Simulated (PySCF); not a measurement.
NMR data sheet: C$_{7}$H$_{11}$FSi

| Item | Value |
| --- | --- |
| Formula | C7H11FSi |
| SMILES | CC(C)C1=C[SiH2]C=C1F |
| Point group of the computed structure | C1 |
| Degrees of unsaturation | 3 |
| Carbon signals | 6 |
| Proton signals | 5 |

Bonds (- single, = double, # triple, : aromatic): C1-C2, C2-C3, C2-C4, C4=C5, C5-Si6, Si6-C7, C7=C8, C8-F9, C8-C4. C1 carries H10, H11, H12; C2 carries H13; C3 carries H14, H15, H16; C5 carries H17; Si6 carries H18, H19; C7 carries H20.

PySCF 2.14 calculation with PBE0-D3(BJ)/def2-SVP geometry and PBE0/pcSseg-1 with gauge-including orbitals; fast rotation and ring inversion assumed for equivalent nuclei, no solvent, a single conformation, non-relativistic.

Scale: ¹H (σref 31.27) and ¹³C (σref 184.41) and ²⁹Si (σref 351.99) vs TMS; ¹⁹F (σref 177.25) against CFCl3 (reference shieldings calculated alike).

| carbon | δC, type | δH (multiplicity) | HMBC from (2–3 bonds) | span of the C tensor (ppm) |
| --- | --- | --- | --- | --- |
| C1/C3 | 22.6, CH3 | 1.12 (d) | H13, H10/H11/H12/H14/H15/H16 | 36 |
| C2 | 32.3, CH | 2.47 (sept) | H17, H10/H11/H12/H14/H15/H16 | 20 |
| C4 | 174.0, C | – | H17, H20, H18/H19, H13, H10/H11/H12/H14/H15/H16 | 242 |
| C5 | 124.7, CH | 5.93 (m) | H20, H18/H19, H13 | 225 |
| C7 | 95.5, CH | 5.09 (m) | H17, H18/H19 | 167 |
| C8 | 178.8, C | – | H17, H20, H18/H19, H13 | 168 |

Other nuclei:
| atoms | nucleus | environment | δ (ppm) | σ (ppm) |
| --- | --- | --- | --- | --- |
| H18/H19 | ¹H | hydrogen on a silicon bonded to 2 C, in a 5-membered ring | 4.62 | 26.64 |
| F9 | ¹⁹F | vinylic fluorine | -80.7 | 257.9 |
| Si6 | ²⁹Si | silicon bonded to 2 C, 2 H, in a 5-membered ring | -46.8 | 398.8 |

- Carbon types of the structure: 2 × C, 3 × CH, 2 × CH3, leaving 2 H on heteroatoms.
- δC 178.8, 174.0: fully substituted alkene carbon.
- δC 124.7, 95.5: alkene CH.
- δC 32.3: allylic sp3 CH; aliphatic region, no heteroatom directly attached.
- δC 22.6: methyl carbon; saturated and bonded to C and H only.
- δH 2.47: hydrogen on an allylic sp3 CH; allylic position.

Splittings by ¹⁹F in the carbon and heteronuclear signals aren't shown, as no couplings were computed. Shifts are as computed. Against solution values, carbons near 30 ppm lie about +2 ppm off and those near 130 ppm about +5 ppm. Of 1211 compounds with measured shifts, 218 miss one by over three times the rms of a fit or turn the order of signals round; such compounds aren't used in these exercises. Unscaled 19F shifts against computed CFCl3 carry errors that often reach 10 to 50 ppm. No couplings were computed; multiplicities are counted from neighbouring protons, with m where these are inequivalent, close in shift, in a saturated or five-membered ring or joined by F or P, and br s for small geminal =CH2 splittings.
